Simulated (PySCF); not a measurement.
Delta-SCF ions had no search for a lower state. Excitations are Tamm–Dancoff values on a coarser integration grid. The basis has no diffuse functions, so Rydberg states are missing or too high.

**C$_{7}$H$_{13}$BS, SMILES `B[C@@H]1[C@@H]2CC[C@H]1[C@H](S)C2` (charge 0, multiplicity 1)**

These are PySCF with PBE-D3(BJ)/def2-TZVP // PBE0-D3(BJ)/def2-SVP values and carry that method's errors.

```
Property                                                  Value
--------------------------------------  -----------------------
HOMO                                                   -5.47 eV
dipole moment                                            1.48 D
HOMO–LUMO gap                                           2.99 eV
LUMO                                                   -2.48 eV
S1 excitation (TDA)                                     2.99 eV
S1 oscillator strength                                    0.001
T1 excitation (TDA)                                     2.97 eV
S1–T1 gap (TDA)                                         0.02 eV
vertical ionisation energy (Delta-SCF)                  8.46 eV
total energy                                       -697.1213 Ha
cost                                    roughly 13 core-minutes
```

```xyz
22

B     -1.6403     1.4419     1.1246
C     -0.3482     0.8691     0.4805
C     -0.2829     0.5338    -1.0210
C     -1.1355    -0.7430    -1.0706
C     -0.7843    -1.4500     0.2660
C      0.2209    -0.4898     0.9240
C      1.5352    -0.5800     0.1272
S      2.9942     0.0838     0.9944
C      1.1896     0.1415    -1.2035
H     -2.3870     2.1537     0.4889
H     -1.8722     1.2619     2.3000
H      0.3552     1.6998     0.7417
H     -0.6208     1.3243    -1.7060
H     -0.9063    -1.3573    -1.9546
H     -2.2070    -0.4931    -1.1217
H     -1.6736    -1.5655     0.9056
H     -0.3610    -2.4561     0.1233
H      0.3552    -0.6415     2.0030
H      1.8156    -1.6322    -0.0361
H      2.5764     1.3678     1.0489
H      1.8228     1.0321    -1.3326
H      1.3541    -0.5011    -2.0819
```
